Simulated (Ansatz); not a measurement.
Input file for Ansatz (a first-principles code): R-BLYP/def2-TZVPP on HIPbS (SMILES [SH][Pb][I]), a point of a torsion scan. Elements past Kr take the def2 small-core potentials; no spin–orbit coupling.

Ansatz 0.2 input:
```yaml
crystal:
  periodic: [false, false, false]
  atoms:
    - {symbol: S, position_ang: [-1.68366832, 0.44343185, -0.30878011]}
    - {symbol: Pb, position_ang: [0.79804486, 1.10928599, -0.31422066]}
    - {symbol: I, position_ang: [1.30060886, 1.24205283, -2.99042772]}
    - {symbol: H, position_ang: [-1.52825892, -0.68859370, 0.36328813]}
basis:
  gaussian:
    orbitals: def2-TZVPP
hamiltonian:
  xc: {name: BLYP}
scf: {lower_state_search: off}
```

**Question.** Give the final energy of this run.

**Answer.** -889.4033 hartree.
